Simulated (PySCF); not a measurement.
B₂, triplet, geometry from GFN2-xTB. Base run: BLYP/STO-3G in PySCF.

The PySCF input:
```python
from pyscf import gto, scf, dft

mol = gto.M(
    atom='''
B    -0.000000   -0.000000   -0.702441
B     0.000000    0.000000    0.702441
''',
    basis='sto-3g',
    charge=0,
    spin=2,
    verbose=4,
    symmetry=True,
)

mf = dft.UKS(mol)
mf.xc = 'blyp'
mf.kernel()
mf.analyze()
```

Variants of this job, named by their change:

```tsv
change	ΔE vs base (eV)	point group used	SCF cycles
base	0.00	Dooh	5
symmetry_subgroup = D2h	0.00	D2h	5
symmetry = off	0.00	C1	5
symmetry_subgroup = C2v	0.00	C2v	5
```

Open shells are given as the SCF converged; they aren't shown to be the lowest states, and a large step between rows can be another state.
